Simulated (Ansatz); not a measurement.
The cluster K₄H₃⁺. Charge 1, multiplicity 1. Geometry r2SCAN-D4/def2-SVP; atoms count from 1.

Cartesian coordinates in Å:
```
K -1.455 -1.824 -1.519
K 2.377 0.788 -1.219
K 0.341 -0.805 2.644
K -1.067 1.556 0.079
H 1.331 0.995 1.112
H -1.521 -0.948 0.888
H -0.006 0.238 -1.986
```

The structure comes from a short search, and lower isomers may exist.

Question: Estimate the Mulliken populations from the PBE0/def2-TZVP orbitals of Ansatz.

Answer: 
| atom | charge (e) |
| --- | --- |
| K1 | 0.67 |
| K2 | 0.67 |
| K3 | 0.67 |
| K4 | 0.56 |
| H5 | -0.53 |
| H6 | -0.53 |
| H7 | -0.53 |
Mulliken values and Mayer orders depend strongly on the basis.
